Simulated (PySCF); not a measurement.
```xyz
4
charge 1 multiplicity 3, angstrom
Os   -0.0023    0.0000   -0.0148
H     1.2196    0.0000    0.9672
H    -0.3853    1.2177    0.9187
H    -0.3853   -1.2177    0.9187
```

Level of theory: PySCF, UPBE0, basis Os def2-TZVP with ECP60, H def2-TZVP (scalar-relativistic core potentials, no spin–orbit coupling, density fitting).

This geometry of [OsH3]+ is a stationary point at this level.

Task: What is the point group?

Result: Cs.

Task: Is it a minimum?

Result: No: it has 1 imaginary mode, at 1006i cm⁻¹ (a'').

Task: List the harmonic modes with their infrared intensities.

Result: 
```csv
symmetry,ω (cm⁻¹),IR (km/mol)
a'',1006i,–
a',345,5.6
a',386,0.6
a'',2252,17.1
a',2315,13.9
a',2356,26.3
```

Task: Give the atomic charges and bond orders.

Result: 
```tsv
atom	Mulliken	Löwdin	polar tensor	spin (Mulliken)	Mayer order to Os1
Os1	0.66	0.80	0.95	2.23	–
H2	0.12	0.07	0.04	-0.06	0.95
H3,4	0.11	0.07	0.01	-0.08	0.96
```

Other isomers or separated fragments may lie lower. Open d and f shells are described by one determinant, and the ground state may have another occupation or spin. At this level a triplet minimum of Cs symmetry lies 20 kJ/mol below this structure. No spin–orbit coupling is included, which matters more the heavier the element.
